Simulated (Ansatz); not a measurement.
Ideal-gas functions of Cl2FH2Si2 (`F[Si]([SiH2])(Cl)Cl`) radical at 500 K and 1 bar, from an Ansatz frequency run at PBE0-D4/def2-TZVP.

Molar mass 148.09 g/mol, point group Cs (symmetry number 1), electronic degeneracy 2, moments of inertia 284.266, 302.941, 417.403 u Å². Harmonic wavenumbers (cm⁻¹, unscaled): 94, 126, 126, 190, 247, 249, 402, 478, 505, 577, 616, 886, 918, 2219, 2249.

Use S(trans) = R[1.5 ln M + 2.5 ln T − 1.1517]; rotational temperatures θ = 24.2544 K / I; S(rot) = R[ln(√π/σ · √(T³/θAθBθC)) + 1.5]; for each mode x = 1.438777 ν̃/T, S = R[x/(eˣ − 1) − ln(1 − e⁻ˣ)] and H = RT x/(eˣ − 1); 1 cm⁻¹ = 0.0119627 kJ/mol; R = 8.31446 J/(mol·K).

By hand: the entropy, in J/(mol·K).

Translation 181.9. Rotation: θ = 0.0853, 0.0801, 0.0581 K, giving 127.3. Vibration, mode by mode: 19.21, 16.80, 16.80, 13.44, 11.33, 11.26, 7.55, 6.29, 5.90, 4.99, 4.56, 2.47, 2.30, 0.10, 0.10, in all 123.1. Electronic 5.8. Sum 438.1 J/(mol·K).

By hand: H − E and G − E in kJ/mol, counted from the electronic energy.

Zero-point energy ½ × 9882 × 0.0119627 = 59.1; thermal vibration 30.3; translation, rotation and pV give 4 RT = 16.6. H − E = 106.0 kJ/mol, and G − E = 106.0 − 500 × 438.1/1000 = -113.1 kJ/mol.

Vibration gives 28 % of the entropy, 52.8 J/(mol·K) of it from the modes under 150 cm⁻¹: soft modes count most, and the harmonic formula is weakest for them.
